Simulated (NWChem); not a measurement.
Species: C$_{4}$H$_{4}$OS; SMILES C1SC(O1)=C=C

```xyz
10

C      0.1377    -2.8868     0.0000
C     -0.0210    -1.5867     0.0000
C     -0.1394    -0.2844     0.0000
O     -1.2806     0.4778     0.0000
C     -0.6680     1.7534     0.0000
S      1.0325     1.0641     0.0000
H      0.2051    -3.4624    -0.9332
H      0.2051    -3.4624     0.9332
H     -0.9121     2.3305    -0.9062
H     -0.9121     2.3305     0.9062
```
Atoms are numbered in this order, from 1.

Level: PBE0/def2-SVP (NWChem), optimised geometry, unscaled harmonic frequencies. 

| frequency (cm⁻¹) | IR intensity (km/mol) |
|---|---|
| 135 | 10.7 |
| 157 | 2.6 |
| 219 | 1.4 |
| 491 | 4.0 |
| 496 | 1.7 |
| 561 | 1.9 |
| 589 | 1.7 |
| 703 | 15.9 |
| 777 | 10.5 |
| 923 | 0.2 |
| 944 | 33.0 |
| 1014 | 0.5 |
| 1071 | 75.1 |
| 1112 | 71.6 |
| 1149 | 1.0 |
| 1290 | 36.2 |
| 1333 | 140.4 |
| 1486 | 55.8 |
| 1509 | 30.9 |
| 2116 | 164.3 |
| 3074 | 58.4 |
| 3111 | 26.0 |
| 3148 | 11.8 |
| 3195 | 2.5 |

The zero-point energy is 43.7 kcal/mol and the thermal correction to the enthalpy at 298.15 K (with zero-point energy) is 48.0 kcal/mol. The heat capacity Cv comes out as 20.3 cal/(mol K). The entropy at 298.15 K and 1 atm (symmetry number 1) is 77.6 cal/(mol K) and the dipole moment is 0.88 D.

Rigid rotor and harmonic oscillator.
